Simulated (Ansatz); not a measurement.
A ladder of methods for SnSiH4OF (SMILES [F][SnH][O][SiH3])

SnSiH4OF: 8 atoms, total charge 0, spin state doublet. SMILES: `[F][SnH][O][SiH3]`. Geometry: optimised at B3LYP/def2-SVP. This is one conformer, not always the lowest.

```xyz
8

F    -1.6443    1.7904    1.0348
Sn   -0.4349    1.9349   -0.5005
O     0.2427    0.0688   -0.6744
Si    0.7309   -1.2035    0.2838
H    -1.4733    2.1583   -1.9168
H     1.7362   -2.0095   -0.4668
H    -0.4260   -2.0785    0.6339
H     1.3609   -0.7181    1.5501
```

Each level gives the dissociation energy of the Sn2–F1 bond into singlet SnSiH4O and doublet F (shapes relaxed at B3LYP/def2-SVP, no zero-point term) (eV). The values are calculated.

```
                              level                    kind  program  value (eV)  less CCSD(T)/def2-SVP
   USVWN5/def2-SVP (core potential)                     LDA   Ansatz        4.42                  +1.21
    UBLYP/def2-SVP (core potential)                     GGA   Ansatz        3.55                  +0.34
     UPBE/def2-SVP (core potential)                     GGA   Ansatz        3.72                  +0.51
 U-r2SCAN/def2-SVP (core potential)                meta-GGA   Ansatz        3.64                  +0.43
U-wB97M-V/def2-SVP (core potential)  range-separated hybrid   Ansatz        3.51                  +0.30
  UB2PLYP/def2-SVP (core potential)           double hybrid   Ansatz        3.38                  +0.17
     UMP2/def2-SVP (core potential)     perturbation theory   Ansatz        3.60                  +0.39
 UCCSD(T)/def2-SVP (core potential)   coupled cluster or CI   Ansatz        3.21                   0.00
```

UCCSD(T)/def2-SVP (core potential) is the highest level here, not the true value. Spin-orbit coupling is left out. Correlated wave functions underbind in double-zeta sets. The values span 3.21 to 4.42 eV. A fragment with an even electron count was run as a singlet and may have a lower triplet. Measured bond enthalpies also hold zero-point and thermal terms, a few tenths of an eV less. In the correlated wave-function rows the outer d shell of Sn is correlated, in sets not made for it.
